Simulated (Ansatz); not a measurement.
Dissociation curve of LiCl, singlet.

Computed with unrestricted PBE/cc-pVDZ run with Ansatz (an electronic-structure program).

The batch members p0 to p7 hold the bond at 1.48, 1.61, 1.70, 1.84, 1.87, 1.94, 2.01, 2.09 Å.

Ansatz input:

Ansatz 0.2 input:
```yaml
# input.yaml
basis:
  gaussian: { orbitals: cc-pvdz }
hamiltonian:
  xc: pbe
batch:
  members: [p0.yaml, p1.yaml, p2.yaml, p3.yaml, p4.yaml, p5.yaml, p6.yaml, p7.yaml]

# p4.yaml, one of the 8 members of this batch
crystal:
  periodic: [false, false, false]
  atoms:
    - { symbol: Li, position_ang: [0.0, 0.0, 0.0] }
    - { symbol: Cl, position_ang: [0.0, 0.0, 1.87] }
total_charge: 0
magnetization:
  spin_polarized: true
```

Lines of the output on each member:

```
Member 0: Total energy: -12720.00003289 eV, -467.4513792830 hartree
Member 2: Total energy: -12722.55338715 eV, -467.5452133212 hartree
Member 1: Total energy: -12721.80068993 eV, -467.5175522088 hartree
Member 3: Total energy: -12723.20956780 eV, -467.5693275156 hartree
Member 6: Total energy: -12723.49061664 eV, -467.5796558700 hartree
Member 4: Total energy: -12723.29172092 eV, -467.5723465869 hartree
Member 5: Total energy: -12723.42448638 eV, -467.5772256274 hartree
Member 7: Total energy: -12723.50422722 eV, -467.5801560493 hartree
```

The unrestricted determinant behind UKS-PBE is spin-contaminated at 4.05 to 7.99 Å (<S²> up to 0.6, against 0.00 for a pure singlet).
